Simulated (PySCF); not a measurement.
Vertical excitations of a molecule C₃H₁₀Si₃ from TDA-PBE/def2-SVPD (PySCF), as energy in eV (oscillator strength): 5.04 (0.003), 5.32 (0.087), 5.44 (0.002), 6.04 (0.009), 6.11 (0.287), 6.12 (0.003). Lowest triplet (TDA): 4.38 eV. Geometry: PBE0-D3(BJ)/def2-SVP. One conformer was computed; it need not be the lowest.

Question: Which structure fits?
A. C=C1[SiH2][SiH](C)[SiH2]1
B. [SiH3]C=C=C[SiH2][SiH3]
C. C[SiH2][SiH2]C#C[SiH3]
D. C[SiH2]C1=C[SiH2][SiH2]1

Answer: C, C[SiH2][SiH2]C#C[SiH3]
